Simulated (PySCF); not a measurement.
1-bromo-3-fluoropropa-1,2-diene (C3H2BrF), SMILES FC=C=CBr.

Geometry optimised at B3LYP-D3(BJ)/def2-SVP.

All values below come from PBE/def2-TZVP (PySCF).

Gas-phase values at a fixed geometry.

Computed frontier levels, gap, dipole moment and polarisability:
The highest occupied level is -6.61 eV and the lowest empty level comes out as -2.13 eV. The orbital gap is 4.48 eV and the dipole moment is 1.41 D. The quadrupole, principal values (traceless, Buckingham form, about the centre of nuclear charge) is -6.80, 2.19, 4.62 D·Å, the mean static polarisability is 61.9 bohr³ (9.17 Å³) and the polarisability, principal values comes out as 38.7, 45.1, 101.8 bohr³.
